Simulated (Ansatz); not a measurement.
Frontier orbitals of C₂H₅AlO, SMILES `C=[C](O)[AlH2]`.

Total charge 0; spin multiplicity 1. The geometry is a stationary point of PBE0-D4/def2-TZVP. It is one conformer, not always the lowest. Basis def2-TZVPP, Ansatz 0.2.0.

Orbital energies of one run (eV). Highest occupied ones, from the top: -5.95, -6.86, -7.43, -9.62, -9.65, -9.87, -10.86, -12.68, -14.50, -18.54, -26.30, -68.80, -68.81, -69.06. Empty: -2.77, -0.61, -0.45, 0.05, 0.49, 1.63.

Problem. Which functional gave them?
A. LDA (SPW92)
B. PBE0
C. B3LYP
D. r2SCAN0

Solution. A. HOMO energies: LDA (SPW92) -5.95, r2SCAN0 -7.05, PBE0 -6.90, B3LYP -6.67 eV.

B3LYP here is the variant with VWN-RPA as its local correlation; programs differ in this.
